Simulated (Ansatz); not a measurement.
Reaction (ligand exchange at the Si–S bond): `N[SiH2]S[SiH2]F` + `CN[SiH3]` → `CN([SiH3])[SiH2]F` + `N[SiH2]S`

Isolated molecules relaxed with PBE0-D4/def2-TZVP in Ansatz; ΔE leaves out vibrations. CCSD(T)/CBS is the MP2 limit (def2-TZVPP, def2-QZVPP) plus CCSD(T) − MP2 in def2-TZVPP, frozen cores. DFT in def2-TZVPP. B3LYP here is the variant with VWN-RPA as its local correlation; programs differ in this. Each species was taken in one conformer, which may not be the lowest.

`N[SiH2]S[SiH2]F`:

```xyz
11

N    -1.018   -1.388    1.156
Si    0.001   -1.314   -0.210
S     1.697    0.030   -0.103
Si    0.662    1.824   -0.493
F     0.492    2.079   -2.061
H    -0.675   -1.754    2.030
H    -1.704   -0.667    1.309
H     0.637   -2.637   -0.404
H    -0.836   -0.897   -1.359
H    -0.708    1.777    0.075
H     1.451    2.947    0.058
```

`CN[SiH3]`:

Z-matrix (Å, degrees):
```
C
N 1 1.447
H 1 1.093 2 109.5
H 1 1.094 2 110.9 3 -117.8
H 1 1.098 2 113.8 3 120.2
Si 2 1.716 1 123.0 3 -36.9
H 2 1.007 1 113.6 3 170.5
H 6 1.486 2 107.4 1 175.3
H 6 1.488 2 108.6 1 55.3
H 6 1.496 2 115.3 1 -64.3
```

`CN([SiH3])[SiH2]F`:

Z-matrix (Å, degrees):
```
C
N 1 1.464
H 1 1.095 2 110.8
H 1 1.093 2 110.7 3 -118.9
H 1 1.095 2 112.0 3 120.7
Si 2 1.734 1 115.9 3 -48.3
Si 2 1.705 1 119.0 3 138.4
H 6 1.489 2 111.2 1 -59.2
H 6 1.489 2 109.6 1 59.4
H 6 1.483 2 108.3 1 -179.9
F 7 1.603 2 112.7 1 77.2
H 7 1.478 2 109.1 1 -164.2
H 7 1.482 2 109.0 1 -39.3
```

`N[SiH2]S`:

Cartesian coordinates in Å:
```
N 0.673 -0.933 0.850
Si 0.247 0.320 -0.226
S -1.881 0.629 -0.273
H 0.995 -0.718 1.778
H 0.260 -1.849 0.796
H 0.642 0.020 -1.625
H 0.963 1.525 0.261
H -1.899 1.007 -1.562
```

```json
{"level": "PBE-D4", "ΔE (kcal/mol)": "1.5", "difference from CCSD(T)/CBS": "2.8"}
{"level": "r2SCAN-D4", "ΔE (kcal/mol)": "0.4", "difference from CCSD(T)/CBS": "1.7"}
{"level": "PBE0-D4", "ΔE (kcal/mol)": "0.9", "difference from CCSD(T)/CBS": "2.2"}
{"level": "B3LYP-D4", "ΔE (kcal/mol)": "-0.9", "difference from CCSD(T)/CBS": "0.4"}
{"level": "ωB97X-V", "ΔE (kcal/mol)": "-0.9", "difference from CCSD(T)/CBS": "0.4"}
{"level": "ωB97M-V", "ΔE (kcal/mol)": "-1.0", "difference from CCSD(T)/CBS": "0.3"}
{"level": "B2PLYP", "ΔE (kcal/mol)": "-1.2", "difference from CCSD(T)/CBS": "0.1"}
{"level": "PBE", "ΔE (kcal/mol)": "1.6", "difference from CCSD(T)/CBS": "2.9"}
{"level": "r2SCAN", "ΔE (kcal/mol)": "0.5", "difference from CCSD(T)/CBS": "1.8"}
{"level": "PBE0", "ΔE (kcal/mol)": "1.0", "difference from CCSD(T)/CBS": "2.3"}
{"level": "B3LYP", "ΔE (kcal/mol)": "-0.7", "difference from CCSD(T)/CBS": "0.6"}
{"level": "HF/def2-TZVPP", "ΔE (kcal/mol)": "-2.1", "difference from CCSD(T)/CBS": "-0.8"}
{"level": "MP2/def2-TZVPP", "ΔE (kcal/mol)": "-1.4", "difference from CCSD(T)/CBS": "-0.1"}
{"level": "SCS-MP2/def2-TZVPP", "ΔE (kcal/mol)": "-2.1", "difference from CCSD(T)/CBS": "-0.8"}
{"level": "CCSD/def2-TZVPP", "ΔE (kcal/mol)": "-2.3", "difference from CCSD(T)/CBS": "-1.0"}
{"level": "CCSD(T)/def2-TZVPP", "ΔE (kcal/mol)": "-2.0", "difference from CCSD(T)/CBS": "-0.7"}
{"level": "HF/def2-QZVPP", "ΔE (kcal/mol)": "-2.4", "difference from CCSD(T)/CBS": "-1.1"}
{"level": "MP2/def2-QZVPP", "ΔE (kcal/mol)": "-1.1", "difference from CCSD(T)/CBS": "0.2"}
{"level": "SCS-MP2/def2-QZVPP", "ΔE (kcal/mol)": "-1.7", "difference from CCSD(T)/CBS": "-0.4"}
{"level": "HF/CBS(def2)", "ΔE (kcal/mol)": "-2.4", "difference from CCSD(T)/CBS": "-1.1"}
{"level": "MP2/CBS(def2)", "ΔE (kcal/mol)": "-0.7", "difference from CCSD(T)/CBS": "0.6"}
{"level": "CCSD/CBS(def2)", "ΔE (kcal/mol)": "-1.6", "difference from CCSD(T)/CBS": "-0.3"}
{"level": "CCSD(T)/CBS", "ΔE (kcal/mol)": "-1.3", "difference from CCSD(T)/CBS": "0"}
```

Largest T1 diagnostic among the species: 0.012.
